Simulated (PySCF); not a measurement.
Species: (OH)3Sn-S-SiH3.
Bonds: Sn1–O2, Sn1–O3, Sn1–O4, Sn1–S5, S5–Si6. Hydrogens: H7 on O2; H8 on O3; H9 on O4; H10, H11, H12 on Si6.

Theory: PBE0-D3(BJ)/def2-SVP geometry optimisation, gas phase, def2 core potentials past Kr in PySCF.

(1) How far are the bound atoms from Sn1?

(2) List the angles at Sn1.

(3) What is the shape at Sn1?

(4) What are the other bond lengths?

(5) Give some angles away from the centre.

(6) What are the rotational constants (commonest isotopes, rigid rotor)?

Answers

(1) 4 atoms: O2 1.966 Å, O4 1.970 Å, O3 1.974 Å, S5 2.391 Å. The nearest atom not counted as bound is H7, at 2.49 Å (others tie with it).

(2) 
```
    angle  degrees  distance of the outer atoms (Å)
O2–Sn1–S5    118.5                             3.75
O3–Sn1–O4    114.2                             3.31
O4–Sn1–S5    112.1                             3.63
O2–Sn1–O3    105.1                             3.13
O2–Sn1–O4    104.1                             3.10
O3–Sn1–S5    103.0                             3.43
```

(3) Distorted tetrahedral: angles from 103.0° to 118.5°; τ4 = (360° − α − β)/141° = 0.90 with α and β the two widest (0 for a square, 1 for a tetrahedron).

(4) O2–H7, O3–H8, O4–H9 0.966 Å; S5–Si6 2.171 Å; Si6–H10, Si6–H11, Si6–H12 1.489 Å.

(5) Sn1–S5–Si6 98.1°.

(6) A = 2378, B = 910.4, C = 839.9 MHz: a near-prolate asymmetric top.

Point group: C1 (no symmetry element, even within 0.4 Å). Charge 0, singlet. No PBE0-D3(BJ)/def2-SVP frequencies stand behind this structure, so it isn't proved a minimum.

The run took 5.1 min on an Intel Xeon at 2.50 GHz with one thread, shared host, and the process peaked at 0.52 GiB of memory. This is the geometry optimisation.

One conformer stands for the species.
